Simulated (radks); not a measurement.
The thallium ion Tl24+, 57 electrons, occupied as [Kr] 4d10 4f11 (the NIST ground configuration). Method: scalar-relativistic Kohn-Sham, PBEsol, spin-polarised, spherical densities, finite nucleus; open shells are filled with parallel spins first (spin-orbit coupling, left out, can overturn this in heavy ions); Fermi nuclear charge, rms radius 5.4759 fm; computed with a radial shooting solver on a logarithmic mesh with Libxc functionals.

Radial electron density D(r) = 4 pi r^2 rho(r):

```
   r/bohr * D(r) (the largest magnitude, 153, reaches the edge; | marks zero)
 0.002131 |           *
 0.002709 |               *
 0.003472 |                    *
 0.004449 |                          *
 0.005701 |                               *
 0.007247 |                                    *
 0.009287 |                                       *
   0.0119 |                                       *
  0.01513 |                                     *
  0.01939 |                                   *
  0.02484 |                                    *
  0.03184 |                                          *
  0.04047 |                                                  *
  0.05186 |                                                      *
  0.06646 |                                                 *
  0.08517 |                                          *
   0.1083 |                                             *
   0.1387 |                                                  *
   0.1778 |                                           *
   0.2278 |                             *
   0.2896 |                            *
   0.3712 |                               *
   0.4756 |                       *
   0.6046 |         *
   0.7748 | *
   0.9929 *
    1.272 *
```

D(r) has 4 maxima, at r = 0.0108, 0.0506, 0.140, 0.359 bohr, and minima at 0.0210, 0.0901, 0.261 bohr, inside which lie 1.88, 10.99, 30.25 electrons.
